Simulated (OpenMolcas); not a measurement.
## 3s2 3p2 along the 14-electron sequence

* Program: OpenMolcas 26.06
* Method: RASSCF
* Basis: ANO-R2
* Scalar Hamiltonian: X2C, finite nucleus
* Spin-orbit coupling: state interaction with AMFI integrals over the reference wave functions, term energies averaged over their components

Active space for each ion: 4 electrons in 9 orbitals (RAS2 3s 3p; RAS3 3d, at most 2 electrons).

Computed levels in cm-1 above 3P0:

```tsv
Level	Si	P+	S2+	Cl3+	Ar4+
3P1	66.7	144	260	432	679
3P2	196	415	739	1203	1848
1D2	8723	11089	13635	16068	18579
1S0	19579	24955	30556	35852	41118
weight of 3P in the lowest level (%)	100	100	100	100	100
```

Measured, with the error of the calculation in %. Measured levels: Si, P+ from NIST Handbook of Basic Atomic Spectroscopic Data; S2+ from NIST levels in Podobedova, Kelleher and Wiese, J. Phys. Chem. Ref. Data 38, 171 (2009); Cl3+ from Moore, Atomic Energy Levels, vol. I, NSRDS-NBS 35 (1971 reprint of NBS Circular 467, 1949); Ar4+ from Saloman, J. Phys. Chem. Ref. Data 39, 033101 (2010).

| Level | Si | P+ | S2+ | Cl3+ | Ar4+ |
| --- | --- | --- | --- | --- | --- |
| 3P1 | 77.1 (-13.6) | 165 (-12.9) | 299 (-13.0) | 491 (-12.1) | 763 (-11.0) |
| 3P2 | 223 (-12.4) | 469 (-11.5) | 833 (-11.3) | 1341 (-10.3) | 2029 (-8.9) |
| 1D2 | 6299 (+38.5) | 8882 (+24.8) | 11323 (+20.4) | 13766 (+16.7) | 16299 (+14.0) |
| 1S0 | 15394 (+27.2) | 21576 (+15.7) | 27161 (+12.5) | 32550 (+10.1) | 37912 (+8.5) |

The fine-structure level 3P2 changes by a factor of 9.43 from Si to Ar4+. Its fourth root runs 3.74, 4.51, 5.21, 5.89, 6.56, with steps per unit of Z of 0.77, 0.70, 0.68, 0.67; equal steps would mean a (Z - σ)^4 law with constant σ.

1D2 changes by a factor of 2.13 over the same range, with steps per unit of Z of +2370, +2550, +2430, +2510 cm-1.

Without dynamic correlation excited terms often stand tens of per cent too high (terms of higher spin than the ground term too low), and those without a measured partner can miss by more than the paired ones (holds for Si; P+). The run also gave levels led by 3s2 3p 3d, which use shells meant for correlation; these and all levels above them are left out (holds for Si). The run also gave levels led by 3s 3p2 3d, 3s2 3p 3d, which use shells meant for correlation; these and all levels above them are left out (holds for P+; S2+). Active for correlation alone: 3d; no level in the range computed is led by a configuration that fills it, so any true level of that kind is missing (holds for Cl3+; Ar4+). Computed and measured levels are paired by configuration, term and J; levels that our copy of the source lacks, or whose pairing is in doubt (as where it misses far off the trend of its configuration), stay unpaired and out of the deviations. Levels of configurations outside the active space are missing.
